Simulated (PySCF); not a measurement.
## Boron: a sound run and one with changed settings

Sound run: B⁺ [He] 2s2, B²⁺ [He] 2s1. Computed with PySCF 2.14 in x2c-TZVPall, with scalar relativity by spin-free X2C-1e. In the sound run the correlated levels freeze 1s2. The sound run starts from symmetry-adapted Hartree-Fock orbitals and uses a fine grid where one is needed.

Changed run: initial guess atom, at most 50 SCF cycles.

```csv
species,method,sound run (hartree),changed run (hartree),converged
B⁺,UHF,-24.24366,-24.24366,yes
B⁺,PBE,-24.29858,-24.29858,yes
B⁺,CCSD(T),-24.30310,-24.30310,yes
B²⁺,TPSS,-23.44641,-23.44641,yes
```

Here the plain start reaches the same solutions.
